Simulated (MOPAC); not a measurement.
MOPAC input (PM7):

```
PM7 PRECISE GNORM=0.05 LET XYZ CHARGE=-1 GEO-OK AUX(PRECISION=9) THREADS=1
C4H2BrSe

Br    1.88109700 1   -0.80092100 1    0.05503700 1
C    -0.00258700 1   -0.40796400 1    0.02944600 1
C    -0.97521400 1   -1.35583600 1    0.09928200 1
C    -2.31096700 1   -0.82986900 1    0.06328600 1
C    -2.54504100 1    0.53151400 1   -0.03461900 1
Se   -0.79227100 1    1.30412200 1   -0.09295200 1
H    -0.74575300 1   -2.41392900 1    0.17530500 1
H    -3.15258200 1   -1.52103900 1    0.11440300 1
```

From the output:

```
                                                       MOPAC v23.2.5 Linux

          FINAL HEAT OF FORMATION =         44.11051 KCAL/MOL =     184.55839 KJ/MOL

          COSMO AREA              =        142.24 SQUARE ANGSTROMS
          COSMO VOLUME            =        136.94 CUBIC ANGSTROMS

          GRADIENT NORM           =          0.02617          =       0.00925 PER ATOM
          IONIZATION POTENTIAL    =          3.789211 EV
          HOMO LUMO ENERGIES (EV) =         -3.789  4.499
          NO. OF FILLED LEVELS    =         16
          MOLECULAR WEIGHT        =        208.9238         POINT GROUP:  Cs

          MOLECULAR DIMENSIONS (Angstroms)

            Atom       Atom       Distance
            H     8   Br     1     5.02949
            H     7   Se     6     3.72219
           Br     1   Se     6     0.00000

          SCF CALCULATIONS        =         24

   ATOM   CHEMICAL          X               Y               Z
  NUMBER   SYMBOL      (ANGSTROMS)     (ANGSTROMS)     (ANGSTROMS)

     1      Br          1.84270420  *  -0.80536443  *   0.05541416  *
     2       C         -0.00357729  *  -0.40176565  *   0.02900019  *
     3       C         -0.96195705  *  -1.34587499  *   0.09854308  *
     4       C         -2.32027957  *  -0.87014638  *   0.06620661  *
     5       C         -2.57677135  *   0.45629694  *  -0.02914392  *
     6      Se         -0.74206496  *   1.35365025  *  -0.09660021  *
     7       H         -0.77539546  *  -2.40939387  *   0.17502164  *
     8       H         -3.12613590  *  -1.58147516  *   0.11872593  *

                             CARTESIAN COORDINATES

   1   Br        1.842704205    -0.805364429     0.055414158
   2    C       -0.003577292    -0.401765645     0.029000189
   3    C       -0.961957045    -1.345874989     0.098543084
   4    C       -2.320279571    -0.870146375     0.066206614
   5    C       -2.576771351     0.456296940    -0.029143922
   6   Se       -0.742064963     1.353650248    -0.096600215
   7    H       -0.775395464    -2.409393874     0.175021638
   8    H       -3.126135900    -1.581475157     0.118725925

           Empirical Formula: C4 H2 Br Se  =     8 atoms

      MOLECULAR POINT GROUP   :   Cs

                  EIGENVALUES
 -24.48995 -21.86403 -19.05731 -18.70476 -14.49928 -12.11597 -11.58863  -9.06053
  -8.73832  -7.42904  -6.76894  -6.65871  -6.00620  -4.57158  -4.00265  -3.78921
   4.49925   4.70444   5.05671   5.98689   6.65451   9.24989   9.60226   9.92189
  10.68106  11.42140 262.62638 262.65255 262.67565 263.09740 263.10051

              NET ATOMIC CHARGES AND DIPOLE CONTRIBUTIONS

  ATOM NO.   TYPE          CHARGE      No. of ELECS.   s-Pop       p-Pop       d-Pop
    1         Br          -0.152793        7.1528     1.94801     5.20134     0.00344
    2          C          -0.256662        4.2567     1.13694     3.11972
    3          C          -0.080357        4.0804     1.08714     2.99321
    4          C          -0.588338        4.5883     1.07320     3.51514
    5          C           0.060467        3.9395     1.62865     2.31089
    6         Se          -0.262900        6.2629     1.95049     4.31241
    7          H           0.129736        0.8703     0.87026
    8          H           0.150847        0.8492     0.84915
 DIPOLE           X         Y         Z       TOTAL
 POINT-CHG.     3.349     0.129    -0.014     3.352
 HYBRID         1.592    -2.433     0.173     2.913
 SUM            4.941    -2.304     0.159     5.454

          ATOMIC ORBITAL ELECTRON POPULATIONS

     Atom    s        px        py        pz      x^2-y^2     xz        z^2       yz        xy
    1 Br   1.94801   1.26270   1.95534   1.98330   0.00136   0.00056   0.00057   0.00003   0.00093
    2  C   1.13694   0.82658   1.05559   1.23756
    3  C   1.08714   0.99073   1.05151   0.95097
    4  C   1.07320   1.02289   1.12285   1.36939
    5  C   1.62865   0.74481   1.01061   0.55547
    6 Se   1.95049   1.33628   1.07715   1.89898
    7  H   0.87026
    8  H   0.84915

 **********************
 *                    *
 * JOB ENDED NORMALLY *
 *                    *
 **********************

 == MOPAC DONE ==
```

The dipole moment of an ion depends on the origin.

The geometry given is a B3LYP-D3(BJ)/def2-TZVP minimum.
